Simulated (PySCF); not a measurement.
## Radial density of P⁺ (phosphorus, charge +1)

UHF, [Ne] 3s2 3p2, high-spin 3P determinant. All numbers are calculated (PySCF 2.14, scalar relativity by spin-free X2C-1e, in x2c-TZVPall).

```json
{"r (bohr)": "0.00186", "4πr²ρ (e/bohr)": "0.1031", "4πr²(ρα − ρβ)": "0.0000"}
{"r (bohr)": "0.00313", "4πr²ρ (e/bohr)": "0.2763", "4πr²(ρα − ρβ)": "0.0000"}
{"r (bohr)": "0.00526", "4πr²ρ (e/bohr)": "0.7081", "4πr²(ρα − ρβ)": "0.0000"}
{"r (bohr)": "0.00885", "4πr²ρ (e/bohr)": "1.757", "4πr²(ρα − ρβ)": "0.0001"}
{"r (bohr)": "0.0149", "4πr²ρ (e/bohr)": "4.064", "4πr²(ρα − ρβ)": "0.0003"}
{"r (bohr)": "0.0251", "4πr²ρ (e/bohr)": "8.366", "4πr²(ρα − ρβ)": "0.0010"}
{"r (bohr)": "0.0421", "4πr²ρ (e/bohr)": "14.08", "4πr²(ρα − ρβ)": "0.0040"}
{"r (bohr)": "0.0709", "4πr²ρ (e/bohr)": "17.12", "4πr²(ρα − ρβ)": "0.0175"}
{"r (bohr)": "0.119", "4πr²ρ (e/bohr)": "13.46", "4πr²(ρα − ρβ)": "0.0676"}
{"r (bohr)": "0.201", "4πr²ρ (e/bohr)": "11.08", "4πr²(ρα − ρβ)": "0.1748"}
{"r (bohr)": "0.337", "4πr²ρ (e/bohr)": "15.83", "4πr²(ρα − ρβ)": "0.2050"}
{"r (bohr)": "0.567", "4πr²ρ (e/bohr)": "11.02", "4πr²(ρα − ρβ)": "0.0063"}
{"r (bohr)": "0.954", "4πr²ρ (e/bohr)": "2.719", "4πr²(ρα − ρβ)": "0.2737"}
{"r (bohr)": "1.60", "4πr²ρ (e/bohr)": "2.394", "4πr²(ρα − ρβ)": "1.0565"}
{"r (bohr)": "2.70", "4πr²ρ (e/bohr)": "1.001", "4πr²(ρα − ρβ)": "0.5877"}
{"r (bohr)": "4.54", "4πr²ρ (e/bohr)": "0.06043", "4πr²(ρα − ρβ)": "0.0447"}
{"r (bohr)": "7.64", "4πr²ρ (e/bohr)": "0.0001730", "4πr²(ρα − ρβ)": "0.0002"}
```

Densities and radii are taken from the X2C orbitals without a picture-change correction, which distorts them close to the nucleus.
